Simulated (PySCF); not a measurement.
H2Zn, septet, at a GFN2-xTB geometry of the parent state (such geometries of metal compounds can be far from the true shape) (a higher spin typed on purpose: for a closed-shell molecule this is an excited state); BLYP/6-31G (PySCF).

Input for PySCF:
```python
from pyscf import gto, scf, dft

mol = gto.Mole()
mol.atom = '''
    Zn    0.00700298    0.00572522    0.09593080
    H     0.06721488   -1.18648772   -1.38585186
    H    -0.27730424    1.01473107   -1.49207223
'''
mol.basis = '6-31g'
mol.spin = 6
mol.verbose = 5
mol.build()

mf = dft.UKS(mol)
mf.xc = 'blyp'
mf.kernel()
```

### Question
Predict the main parts of the log of this PySCF run.

### Answer

```
PySCF version 2.14.0

[INPUT] verbose = 5
[INPUT] max_memory = 4000
[INPUT] num. atoms = 3
[INPUT] num. electrons = 32
[INPUT] charge = 0
[INPUT] spin (= nelec alpha-beta = 2S) = 6
[INPUT] symmetry False subgroup None
[INPUT] Mole.unit = angstrom
[INPUT] Symbol           X                Y                Z      unit          X                Y                Z       unit  Magmom
[...]
[INPUT] ---------------- BASIS SET ----------------
[INPUT] l, kappa, [nprim/nctr], expnt,             c_1 c_2 ...
[INPUT] H
[...]
                                2.8253937         0.23472695
                                0.6401217         0.81375733
[...]
[INPUT] Zn
[...]
                                12372.55          0.01335966
                                2818.351          0.06594365
                                794.5717          0.2294151
                                254.7232          0.4785453
                                87.1388           0.3537753
[...]
                                412.7149          0.03150177
                                133.678           0.1272774
                                50.38585          -0.02145928
                                20.58358          -0.6197652
                                8.50594           -0.459018
[...]
                                23.62082          0.07505253
                                10.18471          0.2533111
                                4.334082          -0.2881897
                                1.810918          -0.7267052
                                0.714841          -0.2133439
[...]
                                1.039543          0.2592793
                                0.143264          -1.115711
[...]
                                412.7149          0.03113411
                                133.678           0.1363931
                                50.38585          0.3501266
                                20.58358          0.4623179
                                8.50594           0.2004995
[...]
                                23.62082          -0.02997982
                                10.18471          0.07082411
                                4.334082          0.4046141
                                1.810918          0.4882325
                                0.714841          0.175197
[...]
                                1.039543          0.08379327
                                0.143264          0.9840547
[...]
                                9.061106          0.400298
                                2.738383          0.6896608
[...]
nuclear repulsion = 16.9234427525158
number of shells = 15
number of NR pGTOs = 98
number of NR cGTOs = 31
basis = 6-31g
ecp = {}

******** <class 'pyscf.dft.uks.UKS'> ********
method = UKS
initial guess = minao
damping factor = 0
level_shift factor = 0
DIIS = <class 'pyscf.scf.diis.CDIIS'>
diis_start_cycle = 1
diis_space = 8
diis_damp = 0
SCF conv_tol = 1e-09
SCF conv_tol_grad = None
SCF max_cycles = 50
direct_scf = True
direct_scf_tol = 1e-13
number electrons alpha = 19  beta = 13
XC library pyscf.dft.libxc version 7.1.2
    S. Lehtola, C. Steigemann, M. J. T. Oliveira, and M. A. L. Marques,  SoftwareX 7, 1–5 (2018)
XC functionals = blyp
    A. D. Becke,  Phys. Rev. A 38, 3098 (1988)
    C. Lee, W. Yang, and R. G. Parr,  Phys. Rev. B 37, 785 (1988)
    B. Miehlich, A. Savin, H. Stoll, and H. Preuss,  Chem. Phys. Lett. 157, 200 (1989)
radial grids:
    Treutler-Ahlrichs [JCP 102, 346 (1995); DOI:10.1063/1.469408] (M4) radial grids

becke partition: Becke, JCP 88, 2547 (1988); DOI:10.1063/1.454033
pruning grids: <function nwchem_prune>
grids dens level: 3
symmetrized grids: False
atomic radii adjust function: <function treutler_atomic_radii_adjust>
small_rho_cutoff = 0
Set gradient conv threshold to 3.16228e-05
atom Zn rad-grids = 90, ang-grids = [ 50  50  50  50  50  50  50  50  50  50  50  50  50  50  50  50  50  50
  50  50  50  50  50  50  50  50  50  50  86  86  86  86  86  86  86  86
  86  86  86  86  86  86  86  86 350 350 350 350 350 350 350 350 350 350
 350 434 434 434 434 434 434 434 434 434 434 434 434 434 434 434 434 434
 434 434 434 434 350 350 350 350 350 350 350 350 350 350 350 350 350 350]
atom H rad-grids = 50, ang-grids = [ 50  50  50  50  50  50  50  50  50  50  50  50  50  50  50  86  86  86
  86 266 266 266 266 266 302 302 302 302 302 302 302 302 302 302 302 302
 302 266 266 266 266 266 266 266 266 266 266 266 266 266]
tot_boxes 1440, boxes in each direction [ 8 10 10]
Padding 0 grids
tot grids = 40256
nelec by numeric integration = [15.97515333 15.97515333]
E1 = -2517.170354119605  E2 = 720.5590406136878  Ecoul = 792.4296143101141  Exc = -71.87057369642625
init E= -1779.6878707534
cond(S) = 36.18030603281854

  alpha mo_energy =
[-3.45757563e+02 -4.16182747e+01 -3.67022837e+01 -3.67021982e+01
 -3.67019530e+01 -4.52560609e+00 -2.96310138e+00 -2.96268562e+00
 -2.96225874e+00 -3.36727060e-01 -3.22429752e-01 -3.05372570e-01
 -3.05320566e-01 -3.04866025e-01 -2.97467069e-01 -2.03895172e-01
 -1.42053485e-01 -4.93918784e-02  1.28072223e-02  7.54898761e-02
  8.82564441e-02  1.70512538e-01  1.80011701e-01  1.80872603e-01
  8.39368134e-01  8.68535618e-01  2.00108556e+00  2.00129045e+00
  2.00247574e+00  2.03644622e+00  2.03814498e+00]
  beta  mo_energy =
[-3.45757563e+02 -4.16182747e+01 -3.67022837e+01 -3.67021982e+01
 -3.67019530e+01 -4.52560609e+00 -2.96310138e+00 -2.96268562e+00
 -2.96225874e+00 -3.36727060e-01 -3.22429752e-01 -3.05372570e-01
 -3.05320566e-01 -3.04866025e-01 -2.97467069e-01 -2.03895172e-01
 -1.42053485e-01 -4.93918784e-02  1.28072223e-02  7.54898761e-02
  8.82564441e-02  1.70512538e-01  1.80011701e-01  1.80872603e-01
  8.39368134e-01  8.68535618e-01  2.00108556e+00  2.00129045e+00
  2.00247574e+00  2.03644622e+00  2.03814498e+00]
multiplicity <S^2> = 12  2S+1 = 7
nelec by numeric integration = [18.9999999  12.99999995]
E1 = -2467.181101139492  E2 = 671.8212749109352  Ecoul = 741.4940759253346  Exc = -69.67280101439944
[...]
 -1.39518039e-01 -4.01723154e-02  5.07315731e-02  5.98123385e-02
  1.10265853e-01  1.37545539e-01  1.50697651e-01  1.55997284e-01
  9.35260465e-01  9.59378445e-01  1.72576383e+00  1.73307603e+00
  1.75550764e+00  1.77041953e+00  1.77397360e+00]
multiplicity <S^2> = 12.000119  2S+1 = 7.0000341
nelec by numeric integration = [18.99999971 13.00000001]
E1 = -2503.945148809718  E2 = 707.5733378766322  Ecoul = 779.0176391623362  Exc = -71.44430128570394
cycle= 46 E= -1779.44836818057  delta_E= -6.28e-05  |g|= 0.0131  |ddm|= 0.0471

  alpha mo_energy =
[-3.46258646e+02 -4.21534310e+01 -3.72458094e+01 -3.72443648e+01
 -3.72093523e+01 -5.01348884e+00 -3.46255024e+00 -3.45973456e+00
 -3.40130425e+00 -8.00891282e-01 -7.57368532e-01 -7.39473367e-01
 -7.34532881e-01 -7.34006835e-01 -4.82018262e-01 -3.54323245e-01
 -2.60799633e-01 -1.35594339e-01 -7.19317096e-02 -1.85843262e-02
  5.03253597e-02  9.42638034e-02  1.06983743e-01  1.08553062e-01
  7.19046924e-01  7.39606963e-01  1.65514665e+00  1.67870093e+00
  1.68744205e+00  1.72329645e+00  1.72551128e+00]
  beta  mo_energy =
[-3.46255651e+02 -4.21259567e+01 -3.72187897e+01 -3.72178937e+01
 -3.71982645e+01 -4.95884453e+00 -3.39537008e+00 -3.39407555e+00
 -3.37285272e+00 -7.27951812e-01 -7.02054714e-01 -6.98447474e-01
 -6.83657915e-01 -6.80986669e-01 -3.55035505e-01 -1.69944943e-01
 -1.39519908e-01 -4.01642024e-02  5.07298186e-02  5.97727669e-02
  1.10273203e-01  1.37575820e-01  1.50735834e-01  1.56001291e-01
  9.35228925e-01  9.59355056e-01  1.72611169e+00  1.73303320e+00
  1.75566257e+00  1.77024884e+00  1.77418765e+00]
multiplicity <S^2> = 12.000119  2S+1 = 7.000034
nelec by numeric integration = [18.99999971 13.00000001]
E1 = -2503.9341763705056  E2 = 707.562353316163  Ecoul = 779.0060327913566  Exc = -71.44367947519353
cycle= 47 E= -1779.44838030183  delta_E= -1.21e-05  |g|= 0.0122  |ddm|= 0.0289

  alpha mo_energy =
[-3.46258703e+02 -4.21535372e+01 -3.72499370e+01 -3.72492864e+01
 -3.72005751e+01 -5.01377838e+00 -3.47005556e+00 -3.46832126e+00
 -3.38481278e+00 -8.14656963e-01 -7.64142329e-01 -7.35749554e-01
 -7.30305092e-01 -7.20471480e-01 -4.80616575e-01 -3.53326638e-01
 -2.60353834e-01 -1.36202271e-01 -7.24735544e-02 -1.69607428e-02
  5.08067022e-02  9.39353451e-02  1.08054447e-01  1.08288161e-01
  7.19915620e-01  7.40778437e-01  1.64759084e+00  1.67677925e+00
  1.69014275e+00  1.72802538e+00  1.72931170e+00]
  beta  mo_energy =
[-3.46255704e+02 -4.21260055e+01 -3.72213444e+01 -3.72209401e+01
 -3.71928206e+01 -4.95876373e+00 -3.39906033e+00 -3.39816908e+00
 -3.36456975e+00 -7.36825765e-01 -6.97457700e-01 -6.93932774e-01
 -6.83131101e-01 -6.80764228e-01 -3.54314421e-01 -1.69659338e-01
 -1.39078425e-01 -4.00908998e-02  5.07584768e-02  6.04586680e-02
  1.10141155e-01  1.37335547e-01  1.50239306e-01  1.56604098e-01
  9.35384408e-01  9.59374739e-01  1.72219603e+00  1.73573599e+00
  1.75481646e+00  1.77340897e+00  1.77472668e+00]
multiplicity <S^2> = 12.000214  2S+1 = 7.0000611
nelec by numeric integration = [18.99999971 13.00000003]
E1 = -2504.173905299731  E2 = 707.8194158798012  Ecoul = 779.278776645497  Exc = -71.45936076569576
cycle= 48 E= -1779.43104666741  delta_E= 0.0173  |g|= 0.121  |ddm|= 1.08

  alpha mo_energy =
[-3.46258729e+02 -4.21535617e+01 -3.72499876e+01 -3.72492584e+01
 -3.72006275e+01 -5.01379185e+00 -3.47009529e+00 -3.46826009e+00
 -3.38487778e+00 -8.14625907e-01 -7.64133657e-01 -7.35779784e-01
 -7.30331931e-01 -7.20521615e-01 -4.80620751e-01 -3.53329342e-01
 -2.60356442e-01 -1.36201682e-01 -7.24733083e-02 -1.69663647e-02
  5.08051492e-02  9.39353616e-02  1.08056389e-01  1.08281715e-01
  7.19913606e-01  7.40775709e-01  1.64760707e+00  1.67678220e+00
  1.69011776e+00  1.72801344e+00  1.72928805e+00]
  beta  mo_energy =
[-3.46255730e+02 -4.21260314e+01 -3.72213823e+01 -3.72209370e+01
 -3.71928635e+01 -4.95878203e+00 -3.39908076e+00 -3.39815941e+00
 -3.36461317e+00 -7.36811773e-01 -6.97487861e-01 -6.93942063e-01
 -6.83149560e-01 -6.80803445e-01 -3.54319700e-01 -1.69660667e-01
 -1.39082642e-01 -4.00932830e-02  5.07572518e-02  6.04558646e-02
  1.10138886e-01  1.37334524e-01  1.50236958e-01  1.56600348e-01
  9.35383953e-01  9.59371780e-01  1.72220144e+00  1.73572869e+00
  1.75480284e+00  1.77339527e+00  1.77470339e+00]
multiplicity <S^2> = 12.000214  2S+1 = 7.000061
nelec by numeric integration = [18.99999971 13.00000003]
E1 = -2504.1743255045067  E2 = 707.8198323511856  Ecoul = 779.2792190740018  Exc = -71.45938672281629
cycle= 49 E= -1779.43105040081  delta_E= -3.73e-06  |g|= 0.121  |ddm|= 0.00409

  alpha mo_energy =
[-3.46258720e+02 -4.21535504e+01 -3.72497671e+01 -3.72490390e+01
 -3.72010357e+01 -5.01377120e+00 -3.46970457e+00 -3.46788277e+00
 -3.38565326e+00 -8.13965759e-01 -7.63811369e-01 -7.35952903e-01
 -7.30523963e-01 -7.21167876e-01 -4.80686659e-01 -3.53376300e-01
 -2.60376709e-01 -1.36172799e-01 -7.24469651e-02 -1.70420009e-02
  5.07825632e-02  9.39513405e-02  1.08026596e-01  1.08273545e-01
  7.19872463e-01  7.40720230e-01  1.64796814e+00  1.67689160e+00
  1.68999531e+00  1.72789038e+00  1.72898937e+00]
  beta  mo_energy =
[-3.46255721e+02 -4.21260228e+01 -3.72212461e+01 -3.72207950e+01
 -3.71931152e+01 -4.95878083e+00 -3.39888985e+00 -3.39797039e+00
 -3.36500424e+00 -7.36385321e-01 -6.97691718e-01 -6.94150239e-01
 -6.83044204e-01 -6.80951077e-01 -3.54352883e-01 -1.69673684e-01
 -1.39102693e-01 -4.00962811e-02  5.07561976e-02  6.04236897e-02
  1.10146028e-01  1.37346557e-01  1.50261551e-01  1.56572291e-01
  9.35376529e-01  9.59371447e-01  1.72240357e+00  1.73559224e+00
  1.75484698e+00  1.77325527e+00  1.77466829e+00]
multiplicity <S^2> = 12.000211  2S+1 = 7.0000604
nelec by numeric integration = [18.99999971 13.00000003]
E1 = -2504.1725320554606  E2 = 707.8179883545564  Ecoul = 779.2772688821752  Exc = -71.45928052761887
cycle= 50 E= -1779.43110094839  delta_E= -5.05e-05  |g|= 0.12  |ddm|= 0.00456
SCF not converged.
SCF energy = -1779.43110094839 after 50 cycles  <S^2> = 12.000211  2S+1 = 7.0000604
```

The run did not converge; its last values are not results.
